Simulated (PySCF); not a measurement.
S2 (SMILES S=S), triplet, at a GFN2-xTB geometry. Base run: PBE/def2-SVP (PySCF).

The PySCF input:
```python
from pyscf import gto, scf, dft

mol = gto.M(
    atom='''
S    -0.000000   -0.000000   -0.950021
S     0.000000    0.000000    0.950021
''',
    basis='def2-svp',
    charge=0,
    spin=2,
    verbose=3,
)

mf = dft.UKS(mol)
mf.xc = 'pbe'
mf.kernel()
mo_i, mo_e, stable_i, stable_e = mf.stability(internal=True, external=False, return_status=True, nroots=6, tol=1e-6)
print('internally stable:', stable_i, ' externally stable:', stable_e)
if not stable_i:
    umf = mf.copy()
    umf.scf_summary = {}
    umf.kernel(umf.make_rdm1(mo_i, mf.mo_occ))
```

The bond that is stretched is that between atoms 1 and 2. A test that says stable can miss a lower solution.

Each row names what was changed in the base input (with any setting that the change needs).

```json
[
 {"change": "base", "ΔE vs base (eV)": "0.00", "<S^2>": "2.002", "stability test says": "internally stable (external not tested)", "outcome": "converged"},
 {"change": "bond × 1.25", "ΔE vs base (eV)": "1.39", "<S^2>": "2.001", "stability test says": "internally stable (external not tested)", "outcome": "converged"},
 {"change": "bond × 1.5", "ΔE vs base (eV)": "3.32", "<S^2>": "2.001", "stability test says": "internally stable (external not tested)", "outcome": "converged"},
 {"change": "bond × 1.8", "ΔE vs base (eV)": "-", "<S^2>": "-", "stability test says": "-", "outcome": "not converged"},
 {"change": "bond × 2.2", "ΔE vs base (eV)": "-", "<S^2>": "-", "stability test says": "-", "outcome": "not converged"},
 {"change": "bond × 3.0", "ΔE vs base (eV)": "-", "<S^2>": "-", "stability test says": "-", "outcome": "not converged"}
]
```

On stretching, the SCF can end on different states; <S^2> shows the spin contamination of each.
